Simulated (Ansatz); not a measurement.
Relaxation of closo-2-SB4 (no H on S) (B₄H₄S) with RKS r2SCAN-D4/def2-SVP.

```sh
$ ansatz run in.yaml --threads 2 --pin off --events-out ev --progress --plain --max-ram 4352MiB
```

```yaml
crystal:
  periodic: [false, false, false]
  atoms:
    - {symbol: B, position_ang: [0.705950, -0.687720, -0.069610]}
    - {symbol: B, position_ang: [0.848420, 0.763630, -0.654850]}
    - {symbol: B, position_ang: [-0.828940, -0.662070, 0.777800]}
    - {symbol: B, position_ang: [-0.801470, 0.182200, -0.547960]}
    - {symbol: S, position_ang: [0.170330, 0.890170, 1.087390]}
    - {symbol: H, position_ang: [1.353070, -1.608690, 0.224670]}
    - {symbol: H, position_ang: [1.378160, 1.650680, -1.190670]}
    - {symbol: H, position_ang: [-1.308740, -1.284880, 1.636060]}
    - {symbol: H, position_ang: [-1.516780, 0.756690, -1.262820]}
basis:
  gaussian: {orbitals: def2-SVP}
hamiltonian: {xc: r2scan, dispersion: d4}
scf: {omitted_lower_state_checks: [starts]}
output: {orbitals: {seedname: orbitals}}
relax: {f_tol: 0.02, max_steps: 100}
```

Run time 21 s (2 threads of Intel Xeon Platinum 8375C on a shared host).

Positions (Å) and forces (eV/Å) at steps 1, 2, 3, 4, 7, 8 of 8:

```xyz
9
step=1 energy=-13596.7739 eV
B     0.706   -0.688   -0.070   -1.057    0.286   -0.065
B     0.848    0.764   -0.655    0.452    0.809   -0.642
B    -0.829   -0.662    0.778   -0.441   -0.727    0.741
B    -0.801    0.182   -0.548    1.066   -0.288    0.091
S     0.170    0.890    1.087    0.064    0.325    0.380
H     1.353   -1.609    0.225    0.446   -0.771    0.159
H     1.378    1.651   -1.191    0.354    0.509   -0.491
H    -1.309   -1.285    1.636   -0.356   -0.527    0.468
H    -1.517    0.757   -1.263   -0.528    0.385   -0.640
9
step=2 energy=-13596.9319 eV
B     0.690   -0.672   -0.063   -0.369   -0.005   -0.005
B     0.868    0.803   -0.657    0.133    0.181   -0.335
B    -0.842   -0.670    0.819   -0.166   -0.348    0.135
B    -0.783    0.184   -0.535    0.358   -0.058   -0.063
S     0.172    0.901    1.100    0.063    0.324    0.385
H     1.332   -1.637    0.204    0.130   -0.172    0.052
H     1.402    1.688   -1.237    0.062    0.098   -0.118
H    -1.335   -1.334    1.668   -0.067   -0.125    0.084
H    -1.505    0.739   -1.298   -0.144    0.105   -0.135
9
step=3 energy=-13596.9512 eV
B     0.682   -0.668   -0.055   -0.079   -0.057    0.037
B     0.874    0.813   -0.663    0.009   -0.015   -0.132
B    -0.847   -0.677    0.829   -0.037   -0.127   -0.039
B    -0.773    0.189   -0.530    0.074    0.037   -0.059
S     0.174    0.912    1.113    0.027    0.138    0.164
H     1.327   -1.642    0.210    0.020    0.022    0.001
H     1.406    1.691   -1.268   -0.009   -0.008    0.011
H    -1.343   -1.364    1.666    0.009    0.012   -0.007
H    -1.500    0.745   -1.302   -0.015   -0.001    0.024
9
step=4 energy=-13596.9536 eV
B     0.680   -0.668   -0.052   -0.048   -0.015    0.050
B     0.874    0.811   -0.669   -0.020   -0.016   -0.030
B    -0.849   -0.682    0.825    0.012   -0.031   -0.027
B    -0.771    0.192   -0.530    0.051    0.045   -0.012
S     0.175    0.917    1.119    0.002    0.006    0.005
H     1.332   -1.637    0.217    0.010    0.018   -0.012
H     1.407    1.687   -1.276   -0.001   -0.004    0.012
H    -1.346   -1.371    1.661    0.003    0.013   -0.002
H    -1.502    0.751   -1.296   -0.008   -0.014    0.016
9
step=7 energy=-13596.9564 eV
B     0.671   -0.673   -0.039   -0.005   -0.022   -0.006
B     0.865    0.809   -0.675   -0.011    0.019    0.025
B    -0.842   -0.690    0.820    0.018    0.019    0.021
B    -0.761    0.205   -0.533    0.001   -0.004   -0.024
S     0.175    0.916    1.118   -0.001   -0.005   -0.005
H     1.371   -1.616    0.195   -0.003    0.006   -0.006
H     1.438    1.670   -1.266    0.002   -0.008   -0.002
H    -1.377   -1.353    1.652   -0.003    0.001   -0.008
H    -1.540    0.733   -1.273    0.002   -0.007    0.004
9
step=8 energy=-13596.9568 eV
B     0.667   -0.676   -0.037    0.009    0.006    0.003
B     0.861    0.811   -0.673    0.003   -0.003    0.001
B    -0.838   -0.689    0.823   -0.002   -0.001   -0.001
B    -0.757    0.206   -0.536   -0.008    0.004    0.005
S     0.175    0.916    1.118    0.000    0.000   -0.002
H     1.383   -1.609    0.184    0.005   -0.002    0.000
H     1.450    1.664   -1.261   -0.001   -0.006    0.001
H    -1.389   -1.345    1.650   -0.001    0.001   -0.004
H    -1.553    0.722   -1.267   -0.006    0.001   -0.001
```

Another isomer (singlet) lies 1.11 eV lower at PBE0-D4/def2-TZVP; other spin states weren't run for this one.
